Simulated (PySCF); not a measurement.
Cl2H5NSi2, SMILES [SiH]([SiH2]N)(Cl)Cl.

Coordinates come from a B3LYP-D3(BJ)/def2-SVP optimisation. The structure was generated by enumeration, and PubChem lists no compound with its InChIKey, so it may never have been made. One conformer was computed; it need not be the lowest.

Computed with PySCF with SMD-PBE0/def2-SVP.

Solvation free energies are E(SMD) − E(gas) at the gas-phase geometry, for 1 M in both phases. In vacuum the dipole moment is 1.06 D.

**Question.** Rank water, 2-propanol, ethylethanoate by solvation free energy, most negative first.

**Answer.** 2-propanol (-5.6 kcal/mol), ethylethanoate (-4.5 kcal/mol), water (-1.1 kcal/mol)
